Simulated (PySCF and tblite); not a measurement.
2 diastereomers of C₃H₁₂F₃N₃Si₃, numbered alike:

```json
{"isomer": "A", "SMILES": "[CH3:1][Si@:2]1([F:3])[NH:4][Si@:5]([CH3:6])([F:7])[NH:8][Si@:9]([CH3:10])([F:11])[NH:12]1"}
{"isomer": "B", "SMILES": "[CH3:1][Si@:2]1([F:3])[NH:4][Si@@:5]([CH3:6])([F:7])[NH:8][Si@@:9]([CH3:10])([F:11])[NH:12]1"}
```

Protocol: conformer search, at most 4 conformers an isomer, GFN2-xTB geometries, energies PBE0/pcSseg-1 (D3(BJ) added where defined), GIAO shieldings PBE0/pcSseg-1, weights at 298.15 K with GFN2-xTB thermal terms. Programs: PySCF with density fitting and tblite.

(1) What shifts does each isomer give (ppm)?

H on N, O and S are left out: they exchange, and hydrogen bonds move them by several ppm. Unscaled ¹⁹F and ²⁹Si and ¹⁵N shifts at such levels can be off by tens of ppm; differences between conformers or isomers are more reliable. Shifts are unscaled: against experiment ¹³C can be off by 15 ppm or more and ¹H by 0.8 ppm. At least one structure keeps an imaginary mode at the tight-binding level. The cap on conformers cut off some of the population, so the set may be incomplete.

Answers

(1) 
A: ¹H (against TMS): 0.29 (H1, 3H), 0.18 (H6/H10, 6H). ¹³C (against TMS): 1.3 (C1), 1.0 (C6/C10). ¹⁹F (against CFCl3): -136.6 (F3), -140.4 (F7/F11). ²⁹Si (against TMS): -16.6 (Si2), -17.4 (Si5/Si9). ¹⁵N (against NH3): 60.2 (N4/N12), 57.6 (N8).

B: ¹H (against TMS): 0.10 (H1/H6/H10, 9H). ¹³C (against TMS): 1.1 (C1/C6/C10). ¹⁹F (against CFCl3): -140.0 (F3/F7/F11). ²⁹Si (against TMS): -17.8 (Si2/Si5/Si9). ¹⁵N (against NH3): 58.8 (N4/N8/N12). H not on carbon is left out.


¹⁵N shifts are against a computed isolated NH3 molecule, about 20 ppm from the liquid.